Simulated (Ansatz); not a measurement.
Computed with Ansatz on PBE0-D4/def2-TZVP structures; ΔE is electronic, products minus reactants. CCSD(T)/CBS adds triple-zeta CCSD(T) − MP2 to the extrapolated MP2 energy (def2 sets, frozen cores). DFT in def2-TZVPP. B3LYP here is the variant with VWN-RPA as its local correlation; programs differ in this. Each species was taken in one conformer, which may not be the lowest.

`CN(C)B[SiH3]` → `BN([SiH3])CC`  (isomerisation)

`CN(C)B[SiH3]`:

Cartesian coordinates in Å:
```
C -1.953 -0.265 -0.630
N -0.598 0.031 -0.212
C -0.281 1.437 -0.345
B 0.268 -0.945 0.255
Si 2.169 -0.676 0.867
H -2.104 0.015 -1.679
H -2.675 0.298 -0.029
H -2.151 -1.329 -0.516
H 0.740 1.629 -0.024
H -0.391 1.759 -1.386
H -0.962 2.044 0.263
H -0.164 -2.066 0.299
H 2.696 0.721 0.809
H 2.316 -1.134 2.280
H 3.088 -1.519 0.048
```

`BN([SiH3])CC`:

```xyz
15

B    -1.576   -0.290    1.001
N    -0.575   -0.284    0.028
Si   -0.905    0.054   -1.656
C     0.818   -0.580    0.377
C     1.615    0.670    0.701
H    -1.289   -0.571    2.132
H    -2.701   -0.022    0.693
H    -0.546   -1.136   -2.474
H    -2.339    0.382   -1.813
H    -0.066    1.187   -2.133
H     0.819   -1.256    1.236
H     1.292   -1.121   -0.450
H     2.649    0.414    0.941
H     1.624    1.365   -0.142
H     1.180    1.185    1.560
```

| level | ΔE (kJ/mol) | difference from CCSD(T)/CBS |
| --- | --- | --- |
| PBE-D4 | -58.8 | 22.1 |
| r2SCAN-D4 | -72.4 | 8.5 |
| PBE0-D4 | -66.8 | 14.1 |
| B3LYP-D4 | -76.6 | 4.3 |
| ωB97X-V | -77.3 | 3.6 |
| ωB97M-V | -82.4 | -1.5 |
| B2PLYP | -79.7 | 1.2 |
| PBE | -56.6 | 24.3 |
| PBE0 | -65.0 | 15.9 |
| B3LYP | -73.1 | 7.8 |
| HF/def2-TZVPP | -95.8 | -14.9 |
| MP2/def2-TZVPP | -88.4 | -7.5 |
| SCS-MP2/def2-TZVPP | -88.4 | -7.5 |
| HF/CBS(def2) | -97.3 | -16.4 |
| MP2/CBS(def2) | -90.2 | -9.3 |
| CCSD/CBS(def2) | -83.3 | -2.4 |
| CCSD(T)/CBS | -80.9 | 0 |

Largest T1 diagnostic among the species: 0.013.

The D4 term adds −3.5 kJ/mol with B3LYP and −1.8 kJ/mol with PBE0; it sums over pairs of atoms, weighted by their polarisabilities, and B3LYP, whose exchange is more repulsive, gets the larger term. From PBE to PBE0 (25 % exact exchange), in def2-TZVPP and without D4, ΔE moves by −8.4 kJ/mol. In def2-TZVPP, CCSD(T) changes the Hartree–Fock value by +16.7 kJ/mol (the triples alone add +2.5 kJ/mol) and MP2 by +7.4 kJ/mol.
